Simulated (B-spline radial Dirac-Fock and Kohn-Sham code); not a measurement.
Muonic isotope shifts in iridium

Model: the Dirac equation of a negative muon with reduced mass in the field of a spherical finite nucleus, with the Uehling potential to all orders; nuclear polarisation, deformation, hyperfine structure, self-energy, higher-order vacuum polarisation, relativistic recoil and electron screening are left out. Program: a B-spline atomic structure program. Nuclear charge: Fermi distribution (skin thickness 2.3 fm); radii from Angeli and Marinova (2013). Reference ¹⁸⁷Ir, radius 5.3812 fm: 2p3/2 → 1s1/2 5636 keV, 3d5/2 → 2p3/2 2235 keV.

```
  A  radius (fm)  δ⟨r²⟩ (fm²)  shift 2p3/2 → 1s (keV)  shift 3d5/2 → 2p3/2 (keV)
182       5.3705       -0.115                   +9.04                      +0.76
183        5.378       -0.034                   +2.69                      +0.21
184       5.3805       -0.008                   +0.58                      +0.03
185       5.3854       +0.045                   -3.56                      -0.32
186         5.39       +0.095                   -7.43                      -0.66
188       5.3838       +0.028                   -2.19                      -0.19
189       5.3898       +0.093                   -7.25                      -0.62
191       5.3968       +0.168                  -13.15                      -1.13
193       5.4032       +0.237                  -18.53                      -1.60
```

Values without a named source are computed, but for edge energies of neutral atoms, which are taken from tables.
